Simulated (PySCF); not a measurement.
# Bonding in `C[Si@@H](C#N)O[SiH3]`

C2H7NOSi2.
Numbering: `[CH3:1][Si@@H:2]([C:3]#[N:4])[O:5][SiH3:6]` (hydrogens: H7, H8, H9 on C1; H10 on Si2; H11, H12, H13 on Si6)

Geometry (GFN2-xTB, Å), atoms numbered from 1 in this order:
```xyz
13
C2H7NOSi2 angstrom
C     -1.7571   -1.0510   -0.1412
Si    -0.6329    0.2643   -0.9096
C     -1.1493    1.9418   -0.2481
N     -1.4682    2.9681    0.1479
O      0.9004    0.0343   -0.4595
Si     2.4000   -0.0966    0.1519
H     -1.4722   -2.0455   -0.4746
H     -1.7021   -1.0405    0.9451
H     -2.7950   -0.8940   -0.4206
H     -0.6469    0.3308   -2.3696
H      2.7579   -1.5033   -0.0205
H      2.3265    0.2889    1.5582
H      3.2347    0.8032   -0.6385
```

Bond orders from the PBE0/pcSseg-1 density (PySCF). Geometry: GFN2-xTB; no solvent, vibrations or thermal averaging.

(1) How far do the computed orders between heavy atoms stray from the drawn ones?

(2) Give the Mayer order of every bond, beside its length.

Answers

(1) The largest departure is 0.220, at Si2–C3 (drawn single, 0.780). Drawn single, order below 0.88: Si2–C3 (0.780).

(2) 
```
   bond  drawn as  length (Å)  Mayer order
 C1–Si2    single       1.893        0.961
 Si2–C3    single       1.876        0.780
  C3–N4    triple       1.145        2.934
 Si2–O5    single       1.615        0.986
 O5–Si6    single       1.625        0.895
  C1–H7    single       1.087        0.956
  C1–H8    single       1.088        0.951
  C1–H9    single       1.086        0.951
Si2–H10    single       1.462        0.923
Si6–H11    single       1.462        0.928
Si6–H12    single       1.460        0.930
Si6–H13    single       1.460        0.931
```

By pair of heavy elements: C–Si: lowest Si2–C3 (0.780, 1.876 Å), highest C1–Si2 (0.961, 1.893 Å); in 1 of the 1 pairs the longer bond (by over 0.003 Å) has the higher order (by 0.02 or more). O–Si: lowest O5–Si6 (0.895, 1.625 Å), highest Si2–O5 (0.986, 1.615 Å).

Question: Sum the orders of all bonds at each heavy atom with more than one neighbour and set the sums beside the valence in the SMILES.

Answer: C1 3.819 (drawn 4), Si2 3.650 (drawn 4), C3 3.714 (drawn 4), O5 1.881 (drawn 2), Si6 3.684 (drawn 4). Orders between atoms that aren't bonded are not in these sums.

For a closed shell the Mayer order of atoms A and B is Σ (PS)μν (PS)νμ over the basis functions μ on A and ν on B, with P the density and S the overlap matrix.

The run behind these numbers computed NMR shieldings as well. Time: 25 s of wall time; peak memory 0.71 GiB. Hardware: Arm Neoverse N1, one thread, on a shared host.
